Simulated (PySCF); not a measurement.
Numbering as in the mapped SMILES `[CH2:1]=[C:2](/[CH:3]=[CH:4]\[C:5]#[N:6])[CH2:7][CH3:8]`; H(Xn) means a hydrogen on atom n. Ha(C1) is cis to C3; Hb(C1) is trans to C3.

Geometry: PBE0-D3(BJ)/def2-SVP; GIAO absolute shieldings from PySCF 2.14, gas phase, non-relativistic, averaged over equivalent atoms.

At WP04/pcSseg-1 (181 basis functions, 31 s wall time on 1 thread of an Arm Neoverse V1, shared host):
| atoms | σ (ppm) |
| --- | --- |
| C3 | 15.2 |
| C2 | 15.8 |
| C1 | 38.0 |
| C5 | 52.9 |
| C4 | 73.5 |
| C7 | 141.7 |
| C8 | 153.0 |
| N6 | -70.6 |
| H(C3) | 25.35 |
| Hb(C1) | 26.19 |
| Ha(C1) | 26.28 |
| H(C4) | 26.70 |
| H(C7) | 29.02 |
| H(C8) | 30.34 |

**Question.** Estimate the result of repeating the calculation with PBE0/pcSseg-1.

**Answer.** 
```
 atoms  σ at PBE0/pcSseg-1  change
    C3                26.3   +11.1
    C2                26.9   +11.1
    C1                47.7    +9.7
    C5                61.7    +8.8
    C4                84.4   +10.9
    C7               155.4   +13.7
    C8               166.6   +13.6
    N6               -67.9    +2.7
 H(C3)               24.74   -0.61
Hb(C1)               25.59   -0.60
Ha(C1)               25.71   -0.57
 H(C4)               26.14   -0.56
 H(C7)               28.62   -0.40
 H(C8)               30.03   -0.31
```

The largest change is at C7 (allylic sp3 CH2). Cost: 181 basis functions, 33 s wall time on 1 thread of an Arm Neoverse V1, shared host. The order of the carbon signals is the same at both levels.
